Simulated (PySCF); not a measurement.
# ZnO⁺: from constants to spectrum

ROHF-CCSD(T) constants of ZnO⁺, ²Π (doublet), unpaired electrons π ↑ (basis Zn pcseg-1, O pcseg-1; no relativity; PySCF 2.14; masses 63.9291 and 15.9949 u):

```
ωe            : 594.8 cm⁻¹
ωexe          : 5.52 cm⁻¹
Be            : 0.38728 cm⁻¹
αe            : 0.00389 cm⁻¹
De to Zn⁺ + O : 1.34 eV
```

Problem. What force constant and bond length do these constants imply?

Solution. Reduced mass μred = 12.794 u; k = 5.8918×10⁻⁷·μred·ωe² (u, cm⁻¹, mdyn/Å) = 2.67 mdyn/Å; Re = √(16.8576/(μred·Be)) (u, cm⁻¹, Å) = 1.845 Å.

Problem. Estimate the centrifugal constant D from the Kratzer relation and find the Dunham coefficient a1.

Solution. D = 4Be³/ωe² = 6.57e-07 cm⁻¹; a1 = −1 − αeωe/(6Be²) = -3.57.

Correlated steps freeze 6 core orbitals. Correlated levels converge slowly with the basis: in double zeta they bind strong bonds too weakly, by up to about 1 eV, and carry superposition errors of some tenths. For an ion De counts to the pair picked by the measured ionisation energies or electron affinities, which need not be the lowest pair at this level. The state was picked by a PBE0 search and need not be the measured ground state.
